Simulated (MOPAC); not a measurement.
Input for MOPAC: PM7 on H3NOSe (SMILES N[Se]O), a point of a torsion scan.

```
PM7 1SCF PRECISE CHARGE=0 THREADS=1
H3NOSe

N     -0.99837873 1     0.03240228 1    -0.09491753 1
Se     0.47551502 1    -0.46902082 1     0.88471541 1
O      1.70541701 1    -0.21003652 1    -0.40160691 1
H     -1.74813099 1    -0.64382993 1    -0.01387701 1
H     -1.34910538 1     0.94767899 1     0.16703624 1
H      1.50408214 1    -0.77534371 1    -1.15302630 1
```

The log:

```
*******************************************************************************
 **                                                                           **
 **                              MOPAC v23.2.5                                **
 **                                                                           **
 *******************************************************************************
 ** MOPAC's Digital Object Identifier: https://doi.org/10.5281/zenodo.6511958 **
 **                                                                           **
 ** Please cite the open-source release paper for use of this MOPAC version:  **
 ** J. E. Moussa and J. J. P. Stewart (2026)                                  **
 ** MOPAC: An open-source semiempirical molecular orbital program             **
 ** J. Open Source Softw., 11(119), 8025, https://doi.org/10.21105/joss.08025 **
 *******************************************************************************

                              PM7 CALCULATION RESULTS

 *******************************************************************************
 *  PM7        - The PM7 Hamiltonian to be used
 *
 *
 *
 *                 CHARGE ON SYSTEM = 0
 *
 *
 *
 *  PRECISE    - TIGHTER CRITERIA TO BE USED
 *  1SCF       - DO 1 SCF AND THEN STOP
 *  THREADS=1  - MULTI-THREADING NOT USED
 *  T=         - A TIME OF 172800.0 SECONDS REQUESTED
 *  DUMP=N     - RESTART FILE WRITTEN EVERY 7200.0 SECONDS REQUESTED
 *******************************************************************************
PM7 1SCF PRECISE CHARGE=0 THREADS=1
 H3NOSe

   ATOM   CHEMICAL          X               Y               Z
  NUMBER   SYMBOL      (ANGSTROMS)     (ANGSTROMS)     (ANGSTROMS)

     1       N         -0.99837873  *   0.03240228  *  -0.09491753  *
     2      Se          0.47551502  *  -0.46902082  *   0.88471541  *
     3       O          1.70541701  *  -0.21003652  *  -0.40160691  *
     4       H         -1.74813099  *  -0.64382993  *  -0.01387701  *
     5       H         -1.34910538  *   0.94767899  *   0.16703624  *
     6       H          1.50408214  *  -0.77534371  *  -1.15302630  *



          CARTESIAN COORDINATES

    NO.       ATOM           X           Y           Z

     1         N         -0.9984      0.0324     -0.0949
     2        Se          0.4755     -0.4690      0.8847
     3         O          1.7054     -0.2100     -0.4016
     4         H         -1.7481     -0.6438     -0.0139
     5         H         -1.3491      0.9477      0.1670
     6         H          1.5041     -0.7753     -1.1530

 General Reference for PM7:
 "Optimization of Parameters for Semiempirical Methods VI: More Modifications to the
 NDDO Approximations and Re-optimization of Parameters", J. J. P. Stewart, J. Mol. Mod., 1:32, 19 (2013)
 https://link.springer.com/article/10.1007/s00894-012-1667-x

           Empirical Formula: H3 N O Se  =     6 atoms



      MOLECULAR POINT GROUP   :   C1


      RHF CALCULATION, NO. OF DOUBLY OCCUPIED LEVELS = 10


 -------------------------------------------------------------------------------
 PM7 1SCF PRECISE CHARGE=0 THREADS=1
 H3NOSe



     1SCF WAS SPECIFIED, SO BFGS WAS NOT USED
     SCF FIELD WAS ACHIEVED


                              PM7 CALCULATION
                                                       MOPAC v23.2.5 Linux




          FINAL HEAT OF FORMATION =        -48.30654 KCAL/MOL =    -202.11456 KJ/MOL


          COSMO AREA              =         91.88 SQUARE ANGSTROMS
          COSMO VOLUME            =         75.00 CUBIC ANGSTROMS

          IONIZATION POTENTIAL    =          7.917197 EV
          HOMO LUMO ENERGIES (EV) =         -7.917 -0.172
          NO. OF FILLED LEVELS    =         10
          MOLECULAR WEIGHT        =        111.9898         POINT GROUP:  C1

          MOLECULAR DIMENSIONS (Angstroms)

            Atom       Atom       Distance
            H     6    H     5     3.58498
            H     4    O     3     2.25116
           Se     2    H     5     1.52583


          SCF CALCULATIONS        =          1





   ATOM   CHEMICAL          X               Y               Z
  NUMBER   SYMBOL      (ANGSTROMS)     (ANGSTROMS)     (ANGSTROMS)

     1       N         -0.99837873  *   0.03240228  *  -0.09491753  *
     2      Se          0.47551502  *  -0.46902082  *   0.88471541  *
     3       O          1.70541701  *  -0.21003652  *  -0.40160691  *
     4       H         -1.74813099  *  -0.64382993  *  -0.01387701  *
     5       H         -1.34910538  *   0.94767899  *   0.16703624  *
     6       H          1.50408214  *  -0.77534371  *  -1.15302630  *

                             CARTESIAN COORDINATES

   1    N       -0.998378730     0.032402280    -0.094917530
   2   Se        0.475515020    -0.469020820     0.884715410
   3    O        1.705417010    -0.210036520    -0.401606910
   4    H       -1.748130990    -0.643829930    -0.013877010
   5    H       -1.349105380     0.947678990     0.167036240
   6    H        1.504082140    -0.775343710    -1.153026300


           Empirical Formula: H3 N O Se  =     6 atoms



      MOLECULAR POINT GROUP   :   C1


                  EIGENVALUES
 -34.52235 -27.48495 -22.27155 -16.56159 -15.44791 -13.27184 -12.27696 -11.16448
  -9.59916  -7.91720  -0.17184   0.08185   5.44488   6.30555   6.72696


              NET ATOMIC CHARGES AND DIPOLE CONTRIBUTIONS

  ATOM NO.   TYPE          CHARGE      No. of ELECS.   s-Pop       p-Pop
    1          N          -0.764491        5.7645     1.66264     4.10186
    2         Se           0.604711        5.3953     1.94886     3.44643
    3          O          -0.667945        6.6679     1.84907     4.81887
    4          H           0.252369        0.7476     0.74763
    5          H           0.254724        0.7453     0.74528
    6          H           0.320632        0.6794     0.67937
 DIPOLE           X         Y         Z       TOTAL
 POINT-CHG.    -1.878    -1.622     2.619     3.608
 HYBRID        -0.790     0.215    -0.375     0.900
 SUM           -2.667    -1.407     2.243     3.759


          ATOMIC ORBITAL ELECTRON POPULATIONS

     Atom    s        px        py        pz
    1  N   1.66264   1.24846   1.20402   1.64938
    2 Se   1.94886   0.74077   1.85730   0.84836
    3  O   1.84907   1.61167   1.74544   1.46176
    4  H   0.74763
    5  H   0.74528
    6  H   0.67937

 **********************
 *                    *
 * JOB ENDED NORMALLY *
 *                    *
 **********************




 == MOPAC DONE ==
```

The run finished.

Cost: roughly 0.03 core-seconds.
